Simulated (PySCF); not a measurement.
# One molecule, several mistakes: BCH4N

All numbers below are calculated, not measured. They come from PySCF 2.14.0, an open-source quantum chemistry program, on an isolated molecule that a program drew, which may never have been made. The molecule is BCH4N (charge 0, singlet), drawn as the SMILES string `C=BN`.

Each row is a Hartree-Fock (HF) and frozen-core CCSD(T) single point in the cc-pVDZ basis, meant for a local HF minimum. Run 1 is clean. Each other run has one planted mistake out of seven kinds, and not every kind appears here: one electron removed, one electron added, multiplicity raised by two, geometry at a saddle point, minimal basis STO-3G, one bond length entered in bohr, all coordinates scaled. The reference is restricted for singlets and unrestricted otherwise, and also for a bond in bohr. Adding or removing an electron swaps singlet and doublet. Electrons count all cores. HOMO and LUMO are orbital energies over both spins, the gradient is its largest component, and the lowest frequency (negative if imaginary) is given only where the gradient is small. Bond lengths are over the 6 bonds as drawn. T1 is the CCSD diagnostic: over 0.02 (restricted) or 0.045 (unrestricted) a single reference is doubtful.

Geometry of the clean run:
```xyz
7
BCH4N, angstrom
C    -1.9832   -1.2583    2.4659
B    -1.3292   -0.6900    1.3793
N    -0.6859   -0.1310    0.3103
H    -1.4409   -1.6900    3.2991
H    -3.0646   -1.2949    2.5285
H    -0.4289   -0.6553   -0.5004
H    -0.4345    0.8353    0.2758
```

```
run,electrons,basis functions,<S^2>,HOMO (eV),LUMO (eV),gradient (hartree/bohr),lowest frequency (cm^-1),mean bond (Å),longest bond (Å),T1,HF (hartree),CCSD(T) (hartree),mistake
1,22,62,0.000,-8.18,4.45,3.2e-05,348,1.1538,1.390,0.0136,-119.32717,-119.75364,no fault
2,22,19,0.000,-6.16,9.46,4.3e-02,-,1.1538,1.390,0.0181,-117.79148,-117.98605,minimal basis STO-3G
3,22,62,2.011,-3.83,1.47,5.7e-02,-,1.1538,1.390,0.0120,-119.18409,-119.57772,multiplicity raised by two
4,22,62,0.000,-7.58,3.19,4.7e-06,-907,1.1587,1.397,0.0123,-119.29510,-119.71574,?
5,22,62,0.000,-8.05,4.20,3.8e-02,-,1.2057,1.452,0.0155,-119.31362,-119.74925,?
```

**Which mistake was planted in run 4, and what did it cost?**

The gradient is small, so the point is stationary, but the lowest frequency is imaginary (-907 cm^-1). So the mistake is: geometry at a saddle point. Subtracting run 1 and multiplying by 627.51 kcal/mol a hartree, the energy moved by 20.1 kcal/mol in HF and 23.8 kcal/mol in CCSD(T).

**Which mistake was planted in run 5, and what did it cost?**

The mean and the longest bond both change by the same factor, 1.045, and the gradient is no longer small. So the mistake is: all coordinates scaled. Subtracting run 1 and multiplying by 627.51 kcal/mol a hartree, the energy moved by 8.5 kcal/mol in HF and 2.8 kcal/mol in CCSD(T).

